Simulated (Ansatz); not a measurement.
`FC[SiH2]CCl`. The species carries charge 0 and has multiplicity 1.

Z-matrix (Å, degrees):
```
C
Si 1 1.890
F 1 1.394 2 109.3
H 1 1.094 2 111.1 3 119.3
H 1 1.095 2 111.8 3 -119.8
C 2 1.882 1 109.1 3 -60.0
H 2 1.488 1 109.7 3 59.2
H 2 1.486 1 109.1 3 179.9
Cl 6 1.787 2 109.5 1 -62.3
H 6 1.090 2 112.3 1 178.3
H 6 1.091 2 111.3 1 56.4
```

(1) List the harmonic frequencies (cm⁻¹, unscaled) at PBE0-D4/def2-TZVP in Ansatz. (Estimate.)

(2) Is this a minimum?

(3) Give the ideal-gas thermochemistry at 298.15 K and 1 bar (rigid rotor, harmonic oscillator; point group C1, symmetry number 1).

Answers

(1) The calculation gave: 52, 104, 134, 215, 294, 499, 593, 632, 710, 747, 787, 827, 892, 931, 1056, 1127, 1196, 1247, 1314, 1430, 1461, 2221, 2236, 3050, 3092, 3105, 3155.

(2) Yes, all 27 modes are real.

(3) Zero-point energy 198.0 kJ/mol; H(298) − E = 219.2 kJ/mol; entropy 357.1 J/(mol·K), of which translation 167.8, rotation 116.3, vibration 73.0; G(298) − E = 112.8 kJ/mol. Modes under 100 cm⁻¹ are hindered rotations or soft bends, so the harmonic entropy is rough.
